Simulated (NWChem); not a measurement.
GaP₂H₅; SMILES [PH2][GaH][PH2]

```xyz
8

Ga    -0.5648    -0.0158     0.0000
H     -2.1390    -0.2032     0.0000
P      0.5732    -0.0914    -2.0475
H     -0.3144     0.8173    -2.6928
H      1.5397     0.8994    -1.7124
P      0.5732    -0.0914     2.0475
H      1.5397     0.8994     1.7124
H     -0.3144     0.8173     2.6928
```
Atoms are numbered in this order, from 1.

Computed with NWChem. The geometry was optimised at B3LYP/6-31G* (spherical d). B3LYP is NWChem's, with the RPA form of VWN correlation. Vertical excitations in the gas phase; the lowest state need not have the same character in each row.

For level Hartree-Fock/def2-SVP, CIS:

| Item | Value |
|---|---|
| lowest excitation, singlet (eV) | 5.12 |
| oscillator strength of that lowest state | 0.086 |
| lowest triplet (eV) | 4.21 |
| orbital gap (eV) | 10.32 |

What are these values for level B3LYP/def2-SVP, TDA?


* **lowest excitation, singlet (eV)**: 4.18
* **oscillator strength of that lowest state**: 0.070
* **lowest triplet (eV)**: 3.49
* **orbital gap (eV)**: 4.84
